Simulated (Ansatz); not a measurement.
Single points on the cluster Ga9P9.

```yaml
crystal:
  periodic: [false, false, false]
  atoms:
    - {symbol: Ga, position_ang: [-1.424952, -2.258323, 1.032338]}
    - {symbol: Ga, position_ang: [2.429152, 2.047722, -0.858972]}
    - {symbol: Ga, position_ang: [4.040567, 0.170669, 0.430360]}
    - {symbol: Ga, position_ang: [0.961663, 0.545338, 1.167234]}
    - {symbol: Ga, position_ang: [-0.554767, 3.178701, 0.519947]}
    - {symbol: Ga, position_ang: [-2.265563, 0.911209, 0.137870]}
    - {symbol: Ga, position_ang: [1.708732, -1.674224, -0.431500]}
    - {symbol: Ga, position_ang: [-3.673476, -2.010430, -0.560059]}
    - {symbol: Ga, position_ang: [-0.897099, -1.005560, -1.695134]}
    - {symbol: P, position_ang: [-2.551034, 3.140989, -0.345043]}
    - {symbol: P, position_ang: [1.134707, 0.203696, -1.741710]}
    - {symbol: P, position_ang: [4.708982, 1.656119, -1.034366]}
    - {symbol: P, position_ang: [1.608085, 2.919359, 1.172779]}
    - {symbol: P, position_ang: [-3.100596, -0.196617, -1.863316]}
    - {symbol: P, position_ang: [-0.118865, -3.073900, -0.799050]}
    - {symbol: P, position_ang: [2.679921, -1.185728, 1.670624]}
    - {symbol: P, position_ang: [-1.144012, -0.105609, 1.981191]}
    - {symbol: P, position_ang: [-3.541454, -3.263389, 1.216796]}
basis:
  gaussian: {orbitals: def2-SVP, initial_orbitals: start.molden}
correlation: {method: mp2}
scf: {omitted_lower_state_checks: [starts]}
output: {orbitals: {seedname: orbitals}}
```

The file start.molden holds the orbitals of an earlier run on this structure, at another level or in another basis.

```sh
$ ansatz run in.yaml --threads 2 --pin off --events-out ev --progress --plain --max-ram 32768MiB --backend cuda --devices 0, --max-vram 18GiB
```

It prints (some lines left out):

```
Functional definition: HF
4293 factors; integrals over basis functions are off by at most 4.9e-4 eV
mean field evaluation 1: about -554373.5533 eV, gradient 4.5e1 eV
mean field evaluation 2: about -554377.7748 eV, gradient 4.0e0 eV
mean field evaluation 4: about -554378.1301 eV, gradient 6.5e-1 eV
mean field evaluation 8: about -554378.1316 eV, gradient 1.3e-5 eV
mean field -554378.13155623 eV, -20373.0205636974 hartree, gradient 1.3e-6 eV, S^2 0.000000; 0 other end points of the search recorded, 0 dependent functions left out
126 core orbitals not correlated: weight in the atoms' cores, before any rotation towards them, 1.000 or more for the frozen orbitals, at most 0.000 for the correlated occupied ones
reference -554378.13155623 eV, -20373.0205636974 hartree; 81, 81 occupied and 243, 243 virtual orbitals, 4293 factors
second order -81.08481669 eV of doubles, -0.00000000 eV of singles
Total energy: -554459.21637292 eV, -20376.0003757495 hartree
Checks for a lower state left out: starts
```

It took 13 s on 2 threads of AMD EPYC 7R13 on a shared host and a share (18 GiB) of an NVIDIA H100 80GB HBM3, peak host memory 1.1 GiB.

As the first input, with `gaussian: {orbitals: def2-SVP, fitting: {mean_field: def2-universal-jkfit}, initial_orbitals: start.molden}`, `hamiltonian: {xc: r2scan, dispersion: d4}` and without the key `correlation` (abridged; 7 s):

```
Functional definition: r2SCAN
mean field -554920.28153779 eV, -20392.9442080374 hartree, gradient 1.5e-5 eV, S^2 0.000000
Total energy: -554920.95890800 eV, -20392.9691009335 hartree
Checks for a lower state left out: starts
```

Geometry: PBE-D4/def2-SVP.

Correlated methods freeze 126 core orbitals; core or outer-core shells of Ga are correlated, in sets that lack core-valence functions. Single mean-field runs in def2-SVP are fitted with def2-universal-jkfit. Another isomer (singlet) lies 0.04 eV lower at PBE0-D4/def2-TZVP; other spin states weren't run for this one.
